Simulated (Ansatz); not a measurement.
The cluster TiS2 (the lowest singlet isomer of a short search) was relaxed with PBE0-D4 (def2-TZVP) in Ansatz in these states: charge +1 doublet, neutral quintet, neutral singlet, neutral triplet. The geometries follow in no particular order.

A:

Cartesian coordinates in Å:
```
Ti -0.534 0.632 -0.514
S 1.216 0.752 0.584
S -0.682 -1.384 -0.070
```

B:

```xyz
3

Ti   -0.2598   -0.1227   -0.2470
S     0.5849   -2.0870    0.7106
S    -0.3251    2.2096   -0.4636
```

C:

Cartesian coordinates in Å:
```
Ti -0.177 0.189 0.711
S 1.731 0.345 -0.063
S -1.554 -0.535 -0.648
```

D:

```xyz
3

Ti    0.109    0.992   -0.110
S     0.954   -0.727   -1.034
S    -1.063   -0.265    1.143
```

Q: Judge from the bond lengths which geometry belongs to which state (an estimate).

A: A is the charge +1 doublet (Ti1–S2 2.070 Å, Ti1–S3 2.070 Å); B is the neutral quintet (Ti1–S2 2.343 Å, Ti1–S3 2.343 Å); C is the neutral singlet (Ti1–S2 2.065 Å, Ti1–S3 2.065 Å); D is the neutral triplet (Ti1–S2 2.127 Å, Ti1–S3 2.127 Å).

At PBE0-D4/def2-TZVP the relaxed charge 1 doublet is spin-contaminated (final ⟨S²⟩ up to 0.83, 0.75 for a pure state). At PBE0-D4/def2-TZVP a singlet lies 2.55 eV below the neutral quintet. At PBE0-D4/def2-TZVP a singlet lies 0.86 eV below the neutral triplet. These are the stationary points nearest to one start from a short search; other shapes may lie lower in each state.
